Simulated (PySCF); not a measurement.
# Dipole response of Ar (argon, neutral)

[Ar], closed-shell 1S. Calculation: PySCF 2.14, in x2c-TZVPPall with one added diffuse shell each of s, p, d type (6s6p4d1f, 51 functions); the spin-free X2C one-electron Hamiltonian (Gaussian nucleus). Coupled (time-dependent) response in atomic units; α is the mean over directions.

```csv
method,mean α (bohr³),C₆ (like pair),S(−4)
UHF,10.71,62.26,23.85
PBE,11.69,69.35,30.81
PBE0,11.28,66.28,27.82
revPBE,11.64,69.00,30.41
BLYP,11.86,70.56,32.06
```

S(−4) is the Cauchy moment in α(ω) = α(0) + S(−4) ω² + …

Reference α: 11.083 ± 0.007 bohr³ (recommended; Schwerdtfeger and Nagle, table of static dipole polarizabilities (2023 update)). Published C₆: 64.20 (Chu and Dalgarno (2004); Tang, Norbeck and Certain (1976)).

α(iu) at BLYP:

```json
{"u (hartree)": "0", "α(iu) (bohr³)": "11.86"}
{"u (hartree)": "0.0500", "α(iu) (bohr³)": "11.78"}
{"u (hartree)": "0.100", "α(iu) (bohr³)": "11.55"}
{"u (hartree)": "0.200", "α(iu) (bohr³)": "10.73"}
{"u (hartree)": "0.300", "α(iu) (bohr³)": "9.648"}
{"u (hartree)": "0.500", "α(iu) (bohr³)": "7.422"}
{"u (hartree)": "0.750", "α(iu) (bohr³)": "5.254"}
{"u (hartree)": "1.00", "α(iu) (bohr³)": "3.805"}
{"u (hartree)": "1.50", "α(iu) (bohr³)": "2.195"}
{"u (hartree)": "2.00", "α(iu) (bohr³)": "1.411"}
{"u (hartree)": "3.00", "α(iu) (bohr³)": "0.7231"}
{"u (hartree)": "5.00", "α(iu) (bohr³)": "0.3038"}
```

A single London oscillator, α(iu) = α/(1 + u²/ω²), gives C₆ = (3/4) ω α². Matching the computed C₆ needs ω = 4 × 70.56 / (3 × 11.86²) = 0.669 hartree.
